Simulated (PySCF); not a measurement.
## Assigning NMR signals

Structure with atom numbers: `[CH2:1]=[CH:2][C@:3]1([C:4](=[CH2:5])[CH3:6])[CH2:7][SiH2:8]1`. Each H is labelled by its parent atom. Ha(C1), Ha(C5) are cis to C3; Ha(C7), Ha(Si8) are pro-R; Hb(C7), Hb(Si8) are pro-S; Hb(C1), Hb(C5) are trans to C3.

No solvent, fast rotation and ring inversion assumed for equivalent nuclei, a single conformation, relativity neglected. GFN2-xTB structure; shieldings: GIAO PBE0/pcSseg-1; PySCF 2.14.

δ = σ(ref) − σ, references computed at the same level: TMS for $^{13}$C (σ = 186.93 ppm) and $^{1}$H (σ = 31.72 ppm).

Question: Assign these signals to the numbered atoms. $^{13}$C{$^{1}$H} NMR (computed): δ 158.0 (C), 152.6 (CH), 117.5 (CH2), 109.9 (CH2), 34.3 (C), 28.8 (CH3), 15.1 (CH2).

Answer: 
| δ (ppm) | atoms | environment | reason |
| --- | --- | --- | --- |
| 158.0 | C4 | fully substituted alkene carbon | as expected for a trigonal carbon in a double bond |
| 152.6 | C2 | alkene CH | as expected for a trigonal carbon in a double bond |
| 117.5 | C5 | terminal =CH2 carbon | an sp2 carbon of a C=C bond |
| 109.9 | C1 | terminal =CH2 carbon | – |
| 34.3 | C3 | three-membered-ring carbon | – |
| 28.8 | C6 | allylic methyl carbon | aliphatic region, no heteroatom directly attached |
| 15.1 | C7 | three-membered-ring carbon | carbons of three-membered rings are unusually shielded |

Question: Assign these signals to the numbered atoms. $^{1}$H NMR (400 MHz, computed): δ 6.76 (m, 1H), 5.24 (m, 1H), 5.23 (m, 1H), 4.95 (m, 1H), 4.59 (m, 1H), 2.96 (m, 1H), 2.55 (m, 1H), 2.06 (s, 3H), 1.54 (m, 1H), 1.32 (m, 1H).

Answer: 
| δ (ppm) | atoms | environment | reason |
| --- | --- | --- | --- |
| 6.76 | H(C2) | hydrogen on an alkene CH | a vinylic proton, deshielded by the sp2 carbon and the C=C anisotropy |
| 5.24 | Ha(C5) | hydrogen on a terminal =CH2 carbon | attached to an sp2 carbon and in the plane of the double bond |
| 5.23 | Hb(C5) | hydrogen on a terminal =CH2 carbon | – |
| 4.95 | Hb(C1) | hydrogen on a terminal =CH2 carbon | – |
| 4.59 | Ha(C1) | hydrogen on a terminal =CH2 carbon | – |
| 2.96 | Ha(Si8) | hydrogen on a silicon bonded to 2 C, in a 3-membered ring | – |
| 2.55 | Hb(Si8) | hydrogen on a silicon bonded to 2 C, in a 3-membered ring | – |
| 2.06 | H(C6) | hydrogen on an allylic methyl carbon | allylic position |
| 1.54 | Ha(C7) | hydrogen on a three-membered-ring carbon | cyclopropane-type protons are shielded by the ring |
| 1.32 | Hb(C7) | hydrogen on a three-membered-ring carbon | – |

Ha(C5) and Hb(C5) lie closer than the usual error of such a calculation, so a measured spectrum could show them in the other order.

Shifts are as computed. Against solution values, carbons near 30 ppm lie about +3 ppm off and those near 130 ppm about +5 ppm. Of 1309 compounds with measured shifts, 239 miss one by over three times the rms of a fit or turn the order of signals round; such compounds aren't used in these exercises. No couplings were computed; multiplicities are counted from neighbouring protons, with m where these are inequivalent, close in shift, in a saturated or five-membered ring or joined by F or P, and br s for small geminal =CH2 splittings.
